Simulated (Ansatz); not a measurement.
| atom | x (Å) | y (Å) | z (Å) |
| --- | --- | --- | --- |
| C | 0.8642 | 0.0208 | 0.0066 |
| C | -0.4148 | 0.7321 | 0.0060 |
| C | -0.4050 | -0.7344 | 0.0226 |
| H | 1.4310 | 0.0115 | 0.9288 |
| H | -0.7085 | 1.2448 | 0.9208 |
| H | -0.7536 | -1.2692 | 0.9381 |
| H | 1.4451 | 0.0042 | -0.9395 |
| H | -0.7401 | 1.2573 | -0.9504 |
| H | -0.7184 | -1.2672 | -0.9330 |

Basis set: cc-pVDZ (spherical functions). Frozen core: 3 orbitals. Charge 0, multiplicity 1.

Computed with Ansatz (development build ahead of 0.2.0); each method stands on the lowest determinant of its kind that the runs found. Restricted open shells among the atoms or ions are ROHF, correlated in semicanonical orbitals with singles.

The atomization energy at this shape (free ground-state atoms in the same class of orbitals less the molecule, no zero-point energy) of singlet C3H6:

| method | atomization energy |
| --- | --- |
| RHF-MP2 | 799.93 kcal/mol |

Q: What does RHF give?

A: 638.12 kcal/mol. Caution: the shape is not the minimum.
